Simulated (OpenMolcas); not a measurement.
## Si: effect of the IPEA shift

```json
{"Program": "OpenMolcas", "Basis": "ANO-RCC [8s7p5d4f2g]", "Scalar Hamiltonian": "DKH2, point nucleus", "Active space": "4 electrons in 9 orbitals (RAS2 3s 3p; RAS3 3d, at most 2 electrons)", "State averaging": "2S+1 = 3 even, 3 roots; 2S+1 = 1 even, 6 roots; 2S+1 = 5 odd, 1 root; 2S+1 = 3 odd, 8 roots; 2S+1 = 1 odd, 5 roots", "Spin-orbit coupling": "RASSI with atomic mean-field integrals over the reference wave functions, term energies averaged over their components"}
```

Methods on the same reference wave functions:
A. RASSCF
B. SS-RASPT2, IPEA 0 Eh, imaginary shift 0.1 Eh (closed shells correlated: 2s 2p)
C. SS-RASPT2, IPEA 0.25 Eh, imaginary shift 0.1 Eh (closed shells correlated: 2s 2p)

Energies in cm-1 above 3s2 3p2 3P0, the measured ground level; measured values from NIST Handbook of Basic Atomic Spectroscopic Data.

```tsv
Level	A	B	C	Measured
3s2 3p2 3P0	0.0	0.0	0.0	0.0
3s2 3p2 3P1	66.7	67.2	67.2	77.1
3s2 3p2 3P2	196	196	196	223
3s2 3p2 1D2	8693	6030	6120	6299
3s2 3p2 1S0	19435	15060	15380	15394
3s 3p3 5S* 2	29118	32420	32440	33326
3s 3p3 3D* 1	46483	44770	45150	45276
3s 3p3 3D* 2	46492	44780	45160	45294
3s 3p3 3D* 3	46507	44790	45170	45322
```

Deviations, from unrounded energies. A percentage is the sum of absolute deviations over the sum of measured energies, with the sign that they share, or ± where signs differ.

| Against measurement | Levels | A | B | C |
| --- | --- | --- | --- | --- |
| mean absolute deviation (cm-1) | 8 | 1800 | 390 | 190 |
| fine structure of the ground term (%) | 2 | -12.6 | -12.4 | -12.4 |
| other terms of the ground configuration (%) | 2 | +29.7 | -2.8 | -0.9 |
| other configurations (%) | 4 | ±4.6 | -1.5 | -0.8 |

C lies closest to measurement on these levels and A furthest from it. The largest miss of C in the table is 3s 3p3 5S* 2, by -890 cm-1. The ranking rests on the paired levels alone, and a cruder setting can come out closer through cancelling errors.

Between B and C the level of the table that moves most is 3s 3p3 3D* 3, by 380 cm-1 (lowest in B, highest in C). Moves below CASPT2's spread within the term are not significant.

From A to B the spin-free energies of the other terms of 3s2 3p2 shown, above 3P, scale by factors of 0.69 to 0.77.

The lowest spin-free term lies below A's lowest term by 0.176 hartree in B, 0.175 hartree in C.

Term energies are means over components that CASPT2 splits; among the terms shown or strongly mixed into the levels shown the widest spread is 35 cm-1 (3s2 3p2 1D, C). The run also gave levels led by 3s2 3p 3d, which use shells meant for correlation; these and all levels above them are left out. Some terms mix strongly with configurations of 3d, whose occupation reaches 0.36 (3s 3p3 3D*). Without dynamic correlation excited terms often stand tens of per cent too high (terms of higher spin than the ground term too low), and those without a measured partner can miss by more than the paired ones (holds for A). Computed and measured levels are paired by configuration, term and J; levels that our copy of the source lacks, or whose pairing is in doubt (as where it misses far off the trend of its configuration), stay unpaired and out of the deviations. Only configurations of the active space appear. Levels that lie high or do not pair safely by name in every column are left out.

* marks odd parity.
